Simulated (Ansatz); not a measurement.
Species: C2H11N3Si (charge 0, singlet). SMILES: CC[Si](N)(N)N
Coordinates optimised at B3LYP-D3(BJ)/def2-TZVP (Ansatz, an electronic-structure program):
```xyz
17

C      2.2926    -0.7957     0.1577
C      0.9914    -0.9487    -0.6396
Si    -0.4140     0.1418    -0.0365
N      0.1434     1.7656    -0.2183
N     -1.8172    -0.4199    -0.8694
N     -0.8624     0.0659     1.6205
H      3.0789    -1.4556    -0.2162
H      2.1348    -1.0365     1.2114
H      2.6667     0.2286     0.1145
H      1.1777    -0.7357    -1.6993
H      0.6500    -1.9878    -0.6024
H     -0.4166     2.5368     0.1105
H      0.6901     2.0328    -1.0215
H     -1.7436    -0.7763    -1.8090
H     -2.7125     0.0188    -0.7188
H     -1.3921    -0.7139     1.9733
H     -0.2881     0.4888     2.3308
```

Property: vertical triplet-singlet gap (E(triplet) - E(singlet); each state is the SCF solution reached for its spin), in eV. Valence correlation only, unless marked. Open shells are spin-unrestricted. Spin-orbit coupling is left out. No relativistic terms. 

| level | program | vertical triplet-singlet gap (eV) |
|---|---|---|
| SVWN5/def2-TZVPD | Ansatz | 5.04 |
| PBE/def2-TZVPD | Ansatz | 5.00 |
| r2SCAN/def2-TZVPD | Ansatz | 5.36 |
| PBE0/def2-TZVPD | Ansatz | 5.57 |
| wB97M-V/def2-TZVPD | Ansatz | 6.22 |
| wB97X-V/def2-TZVPD | Ansatz | 6.31 |
| B2PLYP/def2-TZVPD | Ansatz | 5.86 |
| SCS-MP2/aug-cc-pV(D+d)Z | Ansatz | 6.03 |
| CCSD(T)/aug-cc-pV(D+d)Z | Ansatz | 5.70 |
